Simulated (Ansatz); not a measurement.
Ansatz (a program for electronic structure) input:

Ansatz 0.2 input:
```yaml
crystal:
  periodic: [false, false, false]
  atoms:
    - {symbol: Si, position_ang: [0.37905529, 0.37458605, 1.09033515]}
    - {symbol: Cl, position_ang: [1.11439094, 1.83057975, -0.21844460]}
    - {symbol: Br, position_ang: [-0.69289771, -1.03897316, -0.33003239]}
basis:
  gaussian:
    orbitals: def2-TZVP
hamiltonian:
  xc: b3lyp
  dispersion: d3bj
phonons: {temperatures: {t_min: 298.15, t_max: 298.15, t_step: 100}}
```

Question: Predict the final energy.

Answer: -3324.00489 Eh (B3LYP-D3(BJ)/def2-TZVP). The basis has 122 functions.
